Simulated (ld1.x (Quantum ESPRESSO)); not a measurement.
**Pb, ultrasoft: configuration errors across variants**

```
Element                 : lead (Pb)
Generator               : ld1.x (Quantum ESPRESSO) 7.5
Type                    : ultrasoft
Functional              : LDA (PZ)
Relativity              : scalar-relativistic
Frozen core             : [Kr] 4d10 4f14
Valence charge          : 22
Reference configuration : 5s2 5p6 5d10 6s1.75 6p2.25
Partial waves           : 5s (bound): rcut 1.15, rcutus 1.35 bohr; 6s (bound): rcut 1.15, rcutus 1.35 bohr; 5p (bound): rcut 1.25, rcutus 1.65 bohr; 6p (bound): rcut 1.25, rcutus 1.65 bohr; 5d (bound): rcut 1.65, rcutus 1.90 bohr; 5d channel at -1.1 Ry: rcut 1.65, rcutus 1.90 bohr
Local potential         : all-electron potential smoothed inside 1.25 bohr (lloc = -1)
Core correction         : a·sin(br)/r model core, default radius (core density twice the valence density)
Augmentation charge     : built from norm-conserving waves at rcut, not smoothed further
```

All-electron excitation energies from the reference (eV): (1) 5s2 5p6 5d10 6s2 6p2 -2.166; (2) 5s2 5p6 5d10 6s2 6p1 4.666; (3) 5s2 5p6 5d10 6s2 6p0 18.428; (4) 5s2 5p5 5d10 6s2 6p2 90.930; (5) 5s1 5p6 5d10 6s2 6p2 150.099; (6) 5s2 5p6 5d10 6s0 6p4 15.868; (7) 5s2 5p6 5d10 6s1 6p0 51.306; (8) 5s2 5p6 5d10 6s1.75 6p2.25 spin -0.698; (9) 5s2 5p6 5d10 6s2 6p2 spin -2.618.

Spin tests fill each open shell by Hund’s rule, majority spin first.

The default core radius of the base comes out at 0.67 bohr.

The overlap operator is not positive definite (basis up to 400 Ry) in “base”, “core correction none”, “core correction a·sin(br)/r model core inside 0.52 bohr”, “core correction a·sin(br)/r model core inside 0.68 bohr”, “core correction a·sin(br)/r model core inside 0.88 bohr”, “core correction a·sin(br)/r model core inside 1.00 bohr”, “core correction a·sin(br)/r model core inside 1.20 bohr”, “core correction a·sin(br)/r model core inside 1.46 bohr”, “core correction a·sin(br)/r model core inside 1.60 bohr”. Such files are unfit for use, however small their errors in these radial tests.

The file “base” misses its own reference levels by 3.5 eV. The file “core correction none” misses its own reference levels by 4.2 eV. The file “core correction a·sin(br)/r model core inside 0.52 bohr” misses its own reference levels by 3.4 eV. The file “core correction a·sin(br)/r model core inside 0.68 bohr” misses its own reference levels by 3.5 eV. The file “core correction a·sin(br)/r model core inside 0.88 bohr” misses its own reference levels by 3.9 eV. The file “core correction a·sin(br)/r model core inside 1.00 bohr” misses its own reference levels by 4.0 eV. The file “core correction a·sin(br)/r model core inside 1.20 bohr” misses its own reference levels by 4.1 eV. The file “core correction a·sin(br)/r model core inside 1.46 bohr” misses its own reference levels by 4.2 eV. The file “core correction a·sin(br)/r model core inside 1.60 bohr” misses its own reference levels by 4.2 eV.

Errors AE − PS in meV (a dash: test not solved or not reliable):

| change | (1) | (2) | (3) | (4) | (5) | (6) | (7) | (8) | (9) | bound ghosts |
| --- | --- | --- | --- | --- | --- | --- | --- | --- | --- | --- |
| base | -661 | -526 | -131 | -4167 | -4493 | +4903 | +4368 | +150 | -542 | not determined (overlap not positive) |
| core correction none | -595 | -335 | +494 | -4438 | – | – | – | – | – | not determined (overlap not positive) |
| core correction a·sin(br)/r model core inside 0.52 bohr | -672 | -560 | -334 | -4119 | -4462 | +4948 | +4169 | +67 | -619 | not determined (overlap not positive) |
| core correction a·sin(br)/r model core inside 0.68 bohr | -660 | -523 | -116 | -4171 | -4496 | +4899 | +4383 | +155 | -537 | not determined (overlap not positive) |
| core correction a·sin(br)/r model core inside 0.88 bohr | -629 | -430 | +237 | -4309 | -4589 | +4769 | +4722 | +287 | -427 | not determined (overlap not positive) |
| core correction a·sin(br)/r model core inside 1.00 bohr | -613 | -385 | +363 | -4379 | -4629 | +4697 | +4839 | – | – | not determined (overlap not positive) |
| core correction a·sin(br)/r model core inside 1.20 bohr | -599 | -348 | +460 | -4429 | -4637 | +4632 | +4923 | – | – | not determined (overlap not positive) |
| core correction a·sin(br)/r model core inside 1.46 bohr | -596 | -337 | +489 | -4437 | – | – | – | – | – | not determined (overlap not positive) |
| core correction a·sin(br)/r model core inside 1.60 bohr | -595 | -336 | +492 | -4438 | – | – | – | – | – | not determined (overlap not positive) |

Q: Give the same row for: core correction a·sin(br)/r model core inside 1.34 bohr.

A: -597, -340, +481, -4435, -4630, +4619, +4939, –, –; bound ghosts: not determined (overlap not positive). Its overlap operator is not positive definite in a basis up to 400 Ry (lowest eigenvalue p -0.08), so the file is unfit for use: the generalised eigenproblem breaks down once the basis is large enough, and its test numbers describe a broken file.
